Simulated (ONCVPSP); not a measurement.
# Ranking ONCV potentials for Nd (Z = 60)

All share these settings but for the change named:

ONCVPSP 4.0.1 input, shortened (lines: element, Z, core and valence counts, functional; n l f; lmax; l rc ep ncon nbas qcut; lloc lpopt rc5 dvloc0; l nproj debl; icmod fcfact rcfact), PBE, fully relativistic:

```
  Nd 60.00   10    4        4      upf
    1    0    2.00
    2    0    2.00
    2    1    6.00
    3    0    2.00
    3    1    6.00
    3    2   10.00
    4    0    2.00
    4    1    6.00
    4    2   10.00
    4    3    3.00
    5    0    2.00
    5    1    6.00
    5    2    1.00
    6    0    2.00
    2
    0    2.45    0.00    4    9    3.90
    1    2.45    0.00    3    8    5.50
    2    2.65    0.00    3    6    3.60
    4    5    2.10    6.00
    0    2    1.90
    1    1    0.90
    2    2    1.90
    2    0.20    1.20
```

Open shells are filled in proportion to 2j + 1.

Cutoff: the first of the cutoffs (Ha) at which the residual kinetic energy of the hardest occupied pseudo-wave falls to 1 and 0.1 mHa per electron; the density cutoff is not measured.

The base gives 6 Ha.

Of 9 variants that were run, those that failed, showed a ghost or another fault, or gave nearly equal values are left out.

A variant can come out equal or close to the base.

(1) Rank these variants from softest to hardest (loose cutoff).
A. s: qcut 3; p: qcut 4.3; d: qcut 2.8
B. d: qcut 4.4
C. s: qcut 5.2

Answers

(1) B (7 Ha), C (9 Ha), A (16 Ha).
